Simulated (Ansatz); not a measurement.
`FC1=NB[Se]1` + H₂ → `B1N=C[Se]1` + H–F at 298.15 K and 1 bar (hydrogenolysis of a C–F bond).

Gas-phase electronic energies from Ansatz, PBE0-D4/def2-TZVP geometries. CBS: MP2 limit from def2 TZ/QZ plus the TZ coupled-cluster correction, frozen cores. This one scheme is used for every species. For Se outer-core shells are correlated without core-valence functions, which leaves a few kJ/mol of doubt a bond. Scalar relativity is left out up to krypton.

```
      species  CCSD(T)/CBS energy (Eh)  H − E (kJ/mol)  S (J/(mol·K))
`FC1=NB[Se]1`              -2618.62224            82.1          310.3
           H₂                 -1.17544            35.1          130.4
 `B1N=C[Se]1`              -2519.42221            98.4          287.7
          H–F               -100.39570            33.5          173.6
```

H − E and S are ideal-gas, rigid-rotor, harmonic terms from PBE0-D4/def2-TZVP, for one conformer and one mirror image of each species. The MP2-based limit puts H₂ 0.8 mEh under its directly extrapolated value; such offsets cancel only in part. 1 Eh = 2625.50 kJ/mol, R = 8.31446 J/(mol·K).

Q: By hand: ΔE, ΔH, ΔS and ΔG.

A: ΔE = (-2519.42221) + (-100.39570) − (-2618.62224) − (-1.17544) = -0.02023 Eh = -53.1 kJ/mol. Δ(H − E) = 98.4 + 33.5 − 82.1 − 35.1 = 14.7, so ΔH = -38.4 kJ/mol. ΔS = 287.7 + 173.6 − 310.3 − 130.4 = 20.6 J/(mol·K). ΔG = -38.4 − 298.15 × (20.6)/1000 = -44.5 kJ/mol.

Q: By hand: the equilibrium constant, and the temperature at which ΔG would vanish if ΔH and ΔS stayed fixed.

A: log₁₀ K = −ΔG/(RT ln 10) = 7.8. ΔH and −TΔS have one sign here, so there is no such temperature.

ΔH outweighs TΔS. A doubt of 5 kJ/mol in ΔE shifts log₁₀ K by 0.9 here. Other conformers and mirror images would add mixing entropy, several J/(mol·K) or more a flexible species. These are equilibria of isolated gas molecules and say nothing of rates. Largest T1 diagnostic: 0.014 (customary marks: 0.02 for closed shells, 0.045 for open ones).
